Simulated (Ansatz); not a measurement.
**Nudged elastic band run: BBrH$_{5}$N**

Input:

```yaml
crystal:
  periodic: [false, false, false]
  atoms:
    - { symbol: B, position_ang: [0.075188, -0.584914, 0.197229] }
    - { symbol: "N", position_ang: [0.031535, -0.250811, 1.550391] }
    - { symbol: H, position_ang: [-0.806378, -0.294743, 2.093926] }
    - { symbol: H, position_ang: [0.852692, -0.079702, 2.094314] }
    - { symbol: H, position_ang: [1.130667, -0.583043, -0.375012] }
    - { symbol: H, position_ang: [-0.945416, -0.853611, -0.375208] }
    - { symbol: Br, position_ang: [-0.480916, 3.685267, 1.54329] }
    - { symbol: H, position_ang: [-0.300571, 2.295056, 1.387469] }
basis:
  gaussian: { orbitals: def2-SVP }
hamiltonian:
  xc: hf
neb:
  order_check: false
  images: 5
  f_tol: 0.5
  max_iterations: 60
  final_atoms:
    - { symbol: B, position_ang: [0.00041274, 0.4347205, 0.20425943] }
    - { symbol: "N", position_ang: [-0.14415355, 0.16189304, 1.80986297] }
    - { symbol: H, position_ang: [-0.29600975, -0.81812789, 1.99487144] }
    - { symbol: H, position_ang: [0.68965553, 0.45553726, 2.29524919] }
    - { symbol: H, position_ang: [0.97449245, -0.16982715, -0.16538241] }
    - { symbol: H, position_ang: [-1.04825553, 0.12036607, -0.29814038] }
    - { symbol: Br, position_ang: [0.29912438, 2.46417734, 0.08618183] }
    - { symbol: H, position_ang: [-0.91846527, 0.68475983, 2.18949693] }
  initial_path:
    images:
      - { positions_ang: [[0.075188, -0.584914, 0.197229], [0.031535, -0.250811, 1.550391], [-0.806378, -0.294743, 2.093926], [0.852692, -0.079702, 2.094314], [1.130667, -0.583043, -0.375012], [-0.945416, -0.853611, -0.375208], [-0.480916, 3.685267, 1.54329], [-0.300571, 2.295056, 1.387469]] }
      - { positions_ang: [[0.05318288, -0.4145917, 0.14288062], [0.01812113, -0.14498842, 1.67655729], [-0.83455101, -0.25133138, 2.21901749], [0.8562977, 0.07228657, 2.21141792], [1.10218654, -0.42808809, -0.43314789], [-0.9688381, -0.60833343, -0.43977098], [-0.41677484, 3.18217133, 1.23031746], [-0.25282331, 1.92637411, 1.50912709]] }
      - { positions_ang: [[0.03117776, -0.24426939, 0.08853223], [0.00470727, -0.03916585, 1.80272358], [-0.86272401, -0.20791975, 2.34410898], [0.8599034, 0.22427514, 2.32852185], [1.07370609, -0.27313318, -0.49128378], [-0.9922602, -0.36305586, -0.50433396], [-0.35263368, 2.67907566, 0.91734492], [-0.20507562, 1.55769223, 1.63078518]] }
      - { positions_ang: [[0.00917264, -0.07394709, 0.03418385], [-0.0087066, 0.06665673, 1.92888987], [-0.89089702, -0.16450813, 2.46920048], [0.8635091, 0.37626371, 2.44562577], [1.04522563, -0.11817827, -0.54941967], [-1.0156823, -0.11777829, -0.56889694], [-0.28849252, 2.17598, 0.60437238], [-0.15732793, 1.18901034, 1.75244327]] }
      - { positions_ang: [[0.00625267, 0.09560878, 0.09087571], [-0.05385558, 0.09840216, 1.88921423], [-0.69260126, -0.38238138, 2.3110908], [0.80555791, 0.40268823, 2.39550024], [1.0216479, -0.13539456, -0.42140725], [-1.02654004, -0.03839684, -0.47864475], [-0.09262022, 2.27204578, 0.4316422], [-0.41104038, 1.02092684, 1.89812782]] }
      - { positions_ang: [[0.00333271, 0.26516464, 0.14756757], [-0.09900456, 0.1301476, 1.8495386], [-0.49430551, -0.60025464, 2.15298112], [0.74760672, 0.42911274, 2.34537472], [0.99807018, -0.15261085, -0.29339483], [-1.03739778, 0.04098461, -0.38839257], [0.10325208, 2.36811156, 0.25891201], [-0.66475283, 0.85284333, 2.04381238]] }
      - { positions_ang: [[0.00041274, 0.4347205, 0.20425943], [-0.14415355, 0.16189304, 1.80986297], [-0.29600975, -0.81812789, 1.99487144], [0.68965553, 0.45553726, 2.29524919], [0.97449245, -0.16982715, -0.16538241], [-1.04825553, 0.12036607, -0.29814038], [0.29912438, 2.46417734, 0.08618183], [-0.91846527, 0.68475983, 2.18949693]] }
```

Command:

```bash
$ ansatz run input.yaml --threads 1 --pin off --max-ram 2048MiB --backend cpu --events-out ev --progress --plain --runs-dir out
```

Output, in part (warnings, iteration lines, the closing report on the highest movable image, with atoms numbered from 0):

```
NEB end point (image 0): max|allowed force component| = 9.722e-3 eV/Å (the criterion of neb.relax_end_points is 1.000e-1)
NEB end point (image 6): max|allowed force component| = 2.766e-3 eV/Å (the criterion of neb.relax_end_points is 1.000e-1)
NEB iter   1: max|band force component| = 7.165e0 eV/Å  barrier→ = 3.7983 eV  barrier← = 4.2400 eV  Δτ_max = 0.2000 Å  (238 SCF iters)
NEB iter   2: max|band force component| = 3.813e0 eV/Å  barrier→ = 2.1957 eV  barrier← = 2.6373 eV  Δτ_max = 0.2000 Å  (157 SCF iters)
NEB iter   3: max|band force component| = 6.756e0 eV/Å  barrier→ = 1.3619 eV  barrier← = 1.8035 eV  Δτ_max = 0.0997 Å  (156 SCF iters)
NEB iter   4: max|band force component| = 1.894e0 eV/Å  barrier→ = 1.0397 eV  barrier← = 1.4814 eV  Δτ_max = 0.1981 Å  (153 SCF iters)
NEB iter   5: max|band force component| = 1.790e0 eV/Å  barrier→ = 0.9127 eV  barrier← = 1.3543 eV  Δτ_max = 0.0539 Å  (157 SCF iters)
NEB iter   6: max|band force component| = 7.810e-1 eV/Å  barrier→ = 0.8286 eV  barrier← = 1.2703 eV  CI = image 3  Δτ_max = 0.1057 Å  (145 SCF iters)
NEB iter   7: max|band force component| = 5.374e-1 eV/Å  barrier→ = 0.9095 eV  barrier← = 1.3512 eV  CI = image 3  Δτ_max = 0.0869 Å  (156 SCF iters)
NEB iter   8: max|band force component| = 3.093e-1 eV/Å  barrier→ = 0.8890 eV  barrier← = 1.3306 eV  CI = image 3  Δτ_max = 0.0000 Å  (321 SCF iters)
Total energy: -72221.45813096 eV, -2654.0896328502 hartree
Atom 0 at     0.025794    -0.183946     0.261359 Å, force    -0.065634    -0.134070    -0.096528 eV/Å
Atom 1 at    -0.026580     0.137657     1.711574 Å, force    -0.027471     0.387092     0.026006 eV/Å
Atom 2 at    -0.815422    -0.205103     2.237369 Å, force     0.034152     0.053093    -0.070288 eV/Å
Atom 3 at     0.832229     0.020392     2.222493 Å, force    -0.000805     0.040146     0.058908 eV/Å
Atom 4 at     1.092299    -0.205018    -0.258774 Å, force     0.014026     0.003989    -0.019522 eV/Å
Atom 5 at    -0.996115    -0.465937    -0.272632 Å, force    -0.001193    -0.013036    -0.035145 eV/Å
Atom 6 at    -0.372354     2.918111     0.680757 Å, force     0.005103    -0.071288     0.090122 eV/Å
Atom 7 at    -0.183050     1.317342     1.534253 Å, force     0.041821    -0.265925     0.046447 eV/Å
Dipole moment:     0.195997    -1.557397     0.666530 e Å
```

The forces met the threshold. The threshold of 0.5 eV/Å is loose, so the images may lie well off the minimum-energy path. The order of the stationary point at the top wasn't checked. The orbitals stay closed-shell, which can raise the energy where a bond breaks towards radicals; this wasn't checked here.

Final band (atoms are numbered from 1 in the order of the input):

```tsv
image	path coordinate (Å)	energy (eV)	Br7–H8 (Å)	B1–Br7 (Å)	N2–H8 (Å)
0	0.00	0.00	1.41	4.51	2.57
1	0.67	0.01	1.41	4.07	2.49
2	1.35	0.15	1.42	3.47	2.03
3	2.02	0.89	1.82	3.16	1.20
4	2.85	0.22	2.16	2.38	1.01
5	3.69	-0.37	2.72	2.06	1.01
6	4.52	-0.44	3.01	2.05	1.01
```

Time of the run: 85 s on 1 thread of Intel(R) Xeon(R) Platinum 8259CL CPU @ 2.50GHz (Skylake/Cascade Lake) (shared host), peak memory 0.18 GiB.
